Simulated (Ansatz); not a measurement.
**How methods differ on SiH4O4 (orthosilicic acid)**

The species is SiH4O4 (9 atoms), meant as a singlet with charge 0. SMILES: `O[Si](O)(O)O`. Geometry: optimised at B3LYP/def2-SVP. This is one conformer, not always the lowest.

```xyz
9

O    -0.9818    0.7892   -1.0702
Si    0.0000    0.0000    0.0000
O     1.5475    0.4390   -0.3801
O    -0.0411   -1.6513   -0.0589
O    -0.5247    0.4231    1.5092
H    -0.6182    0.9152   -1.9545
H     2.2373   -0.1665   -0.0838
H    -0.7505   -2.0688    0.4437
H    -0.8686    1.3201    1.5946
```

Each level gives the dissociation energy of the H9–O5 bond into doublet H and doublet SiH3O4 (shapes relaxed at B3LYP/def2-SVP, no zero-point term) (eV). The values are calculated.

| level | kind | program | value (eV) | CPU time (all runs) |
| --- | --- | --- | --- | --- |
| SVWN5/def2-SVP | LDA | Ansatz | 5.93 | 2.7 s |
| BLYP/def2-SVP | GGA | Ansatz | 5.11 | 6.6 s |
| PBE/def2-SVP | GGA | Ansatz | 5.21 | 5.9 s |
| B3LYP/def2-SVP | global hybrid | Ansatz | 5.28 | 9.4 s |
| PBE0-D4/def2-SVP | global hybrid | Ansatz | 5.30 | 10 s |
| wB97M-V/def2-SVP | range-separated hybrid | Ansatz | 5.50 | 31 s |
| B2PLYP/def2-SVP | double hybrid | Ansatz | 5.34 | 9.4 s |
| MP2/def2-SVP | perturbation theory | Ansatz | 5.46 | 4.1 s |

The values span 5.11 to 5.93 eV. Measured bond enthalpies also hold zero-point and thermal terms, a few tenths of an eV less. CPU times are rough (shared hosts, several kinds of processor): they show what a rung costs within a factor of a few.
